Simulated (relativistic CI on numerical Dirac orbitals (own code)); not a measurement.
Ti4+ in a cubic cluster: 3p photoemission with charge transfer

Computed with a charge-transfer multiplet model of a cubic metal-ligand cluster with up to 2 ligand holes, Slater and spin-orbit integrals from Dirac-Coulomb-Breit ions, Slater integrals scaled by 0.7. The ground state mixes d0 with configurations of k ligand holes L, whose averages lie at kΔ + k(k − 1)U_dd/2; a core hole lowers each added d electron by U_cd. 300 K, Lorentzian 0.9 eV and Gaussian 0.8 eV FWHM.

Atomic integrals in eV (Slater integrals scaled, ζ unscaled), ground: F2dd 5.756, F4dd 3.579, zeta_d 0.013; with the core hole: F2dd 5.756, F4dd 3.579, zeta_d 0.021, zeta_core 0.486, F2cd 7.758, G1cd 9.606, G3cd 5.905. Where a configuration has fewer than two d electrons, the dd integrals are those of d2.

Cluster parameters (eV): Δ = 2.9, U_dd = 4, U_cd = 5.2, 10Dq = 1.05, 10Dq(ligand) = 1, final-state hopping factor = 0.8.

```
                              Case   n_d    d0   d1L  d2L2     S
 V(eg) = 3.45 eV, V(t2g) = -1.5 eV  0.78  0.36  0.50  0.14  0.00
V(eg) = 3.75 eV, V(t2g) = -1.63 eV  0.81  0.35  0.50  0.15  0.00
V(eg) = 4.05 eV, V(t2g) = -1.76 eV  0.83  0.33  0.50  0.16  0.00
```

Weights, n_d and S are thermal averages at 300 K. Binding energies count from the first peak over 30 % of the highest in each spectrum, which can be another peak from case to case. The parameters are a model scan and need not match a compound or its usual spin state. Peaks in eV (height, largest 100):
- V(eg) = 3.45 eV, V(t2g) = -1.5 eV: 0.0 (100), 5.3 (7), 11.4 (10)
- V(eg) = 3.75 eV, V(t2g) = -1.63 eV: 0.0 (100), 5.8 (5), 12.3 (9)
- V(eg) = 4.05 eV, V(t2g) = -1.76 eV: 0.0 (100), 13.0 (8)

Curve for V(eg) = 4.05 eV, V(t2g) = -1.76 eV (points under 2 left out, the grid thinned):

(E (eV), Intensity): (-3.8, 2.2), (-3.5, 2.6), (-3.1, 3.3), (-2.8, 4.1), (-2.5, 5.2), (-2.1, 7.4), (-1.8, 10.3), (-1.4, 17.7), (-1.1, 29.0), (-0.8, 48.7), (-0.4, 83.4), (-0.1, 99.0), (0.2, 95.7), (0.6, 71.4), (0.9, 49.2), (1.2, 30.8), (1.6, 16.6), (1.9, 11.4), (2.3, 8.1), (2.6, 7.1), (2.9, 6.7), (3.3, 6.5), (3.6, 6.2), (3.9, 5.6), (4.3, 5.0), (4.6, 4.6), (4.9, 4.1), (5.3, 3.7), (5.6, 3.8), (6.0, 4.4), (6.3, 4.5), (6.6, 4.1), (7.0, 3.1), (7.3, 2.4), (11.1, 2.1), (11.5, 2.8), (11.8, 3.4), (12.1, 4.4), (12.5, 6.2), (12.8, 7.4), (13.2, 7.4), (13.5, 6.3), (13.8, 4.8), (14.2, 3.0), (14.5, 2.1)

A d0 ion has no d-d gap: its lowest excitations are ligand-to-metal charge transfer. With the core hole the average of the configuration with one ligand hole lies at Δ − U_cd = -2.3 eV before mixing: the effective hopping of about 5.9 eV (from the holes of the mixed ground state) is comparable with this gap or larger, so the configurations mix strongly.

With at most 2 ligand holes the space is cut while the next configuration still counts, so covalency is underestimated, and a final configuration with one more ligand hole, which can lie low, is missing from the spectra.
